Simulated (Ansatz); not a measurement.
Consider the ligand exchange at the Si–Se bond: `CC[Se][SiH2]C` + `C[SiH](S)Cl` → `C[SiH2]S[SiH](C)Cl` + `CC[SeH]`.

Computed with Ansatz on PBE0-D4/def2-TZVP structures; ΔE is electronic, products minus reactants. CCSD(T)/CBS adds triple-zeta CCSD(T) − MP2 to the extrapolated MP2 energy (def2 sets, frozen cores). For Se outer-core shells are correlated without core-valence functions, which leaves a few kJ/mol of doubt a bond. Scalar relativity is left out up to krypton. Each species was taken in one conformer, which may not be the lowest.

```
             species  CCSD(T)/CBS(def2) energy (Eh)
     `CC[Se][SiH2]C`                    -2810.00010
       `C[SiH](S)Cl`                    -1187.79090
`C[SiH2]S[SiH](C)Cl`                    -1517.37511
           `CC[SeH]`                    -2480.41858
```

Question: Work out ΔE.

Answer: ΔE = (-1517.37511) + (-2480.41858) − (-2810.00010) − (-1187.79090) = -0.00269 Eh = -7.1 kJ/mol.

Largest T1 diagnostic among the species: 0.010.

The D4 term adds −6.1 kJ/mol with B3LYP and −3.6 kJ/mol with PBE0; it sums over pairs of atoms, weighted by their polarisabilities, and B3LYP, whose exchange is more repulsive, gets the larger term. In def2-TZVPP, CCSD(T) changes the Hartree–Fock value by −3.6 kJ/mol (the triples alone add −1.0 kJ/mol) and MP2 by −4.6 kJ/mol.

B3LYP here is the variant with VWN-RPA as its local correlation; programs differ in this.
